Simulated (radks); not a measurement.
All-electron atom: Mo4+ in [Ar] 3d10 4s2 4p5.75 4d2 5s0.25 (fractional occupations, a model configuration). Calculated with a radial shooting solver on a logarithmic mesh with Libxc functionals: Dirac Kohn-Sham, AM05, spin-unpolarised, spherical densities, finite nucleus; open shells fill j = l - 1/2 first; Fermi nuclear charge, rms radius 4.4091 fm.

Spin-orbit splittings of the eigenvalues, e(l+1/2) - e(l-1/2), with zeta = 2 splitting/(2l+1) and mean radii in bohr:

shell  occ.  splitting (eV)  zeta (eV)  <r> j=l-1/2  <r> j=l+1/2
2p        6           106.3      70.89       0.1308       0.1354
3p        6           17.55      11.70       0.4235       0.4341
3d       10           3.330      1.332       0.4129       0.4163
4p     5.75           2.716      1.811        1.171        1.197
4d        2          0.3361     0.1344        1.495        1.504
